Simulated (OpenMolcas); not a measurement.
## I: thermal populations, the spin-orbit constant, worked from levels

| Property | Result |
| --- | --- |
| Program | OpenMolcas |
| Basis | ANO-RCC-VTZP [7s6p4d2f1g] |
| Scalar Hamiltonian | DKH2, point nucleus |
| Active space | 7 electrons in 9 orbitals (RAS2 5s 5p; RAS3 5d, at most 2 electrons) |
| State averaging | 2S+1 = 2 odd, 3 roots; 2S+1 = 2 even, 1 root |
| Spin-orbit coupling | RASSI with atomic mean-field integrals over the reference wave functions, term energies averaged over their components |

Methods: RASSCF; SS-RASPT2, IPEA 0.25 Eh, imaginary shift 0.1 Eh (closed shells correlated: 4d). Measured levels: NIST Handbook of Basic Atomic Spectroscopic Data.

**Thermal populations.** Z = Σ (2J + 1) exp(-E/kT) with k = 0.695035 cm-1/K, over the levels below. No other level of either list lies under 54600 cm-1, which is above 7 kT at each temperature.

| Level | 2J + 1 | SS-RASPT2 | measured |
| --- | --- | --- | --- |
| 5s2 5p5 2P* 3/2 | 4 | 0.0 | 0.0 |
| 5s2 5p5 2P* 1/2 | 2 | 6771 | 7603 |

| T (K) | Z, SS-RASPT2 | Z, measured levels | Ground level (%), SS-RASPT2 | Ground level (%), measured levels |
| --- | --- | --- | --- | --- |
| 3000 | 4.078 | 4.052 | 98.1 | 98.7 |
| 5000 | 4.285 | 4.224 | 93.3 | 94.7 |
| 8000 | 4.592 | 4.510 | 87.1 | 88.7 |

At 8000 K, kT = 5560 cm-1, and the computed levels give Z = 4.000 + 0.592 = 4.592.

**The spin-orbit constant.** For the Hund term 2P* of p5, E(J) = (A/2) J(J+1) + constant and ζ = -2S·A = -A. From J = 1/2 to J = 3/2 the energy changes by 1.5 A.

| Source | E(3/2) - E(1/2) | A | ζ |
| --- | --- | --- | --- |
| RASSCF | -6770.7 | -4513.8 | 4514 |
| SS-RASPT2 | -6770.7 | -4513.8 | 4514 |
| measured | -7603.1 | -5068.7 | 5069 |

All in cm-1. SS-RASPT2 is off by -10.9 % and RASSCF by -10.9 %. Both methods take the spin-orbit matrix elements from the reference wave functions, so the second can move ζ only through the term energies and any multistate remixing.

Active for correlation alone: 5d; no level in the range computed is led by a configuration that fills it, so any true level of that kind is missing. Computed and measured levels are paired by configuration, term and J; levels that our copy of the source lacks, or whose pairing is in doubt (as where it misses far off the trend of its configuration), stay unpaired and out of the deviations. Only configurations of the active space appear.

* marks odd parity.
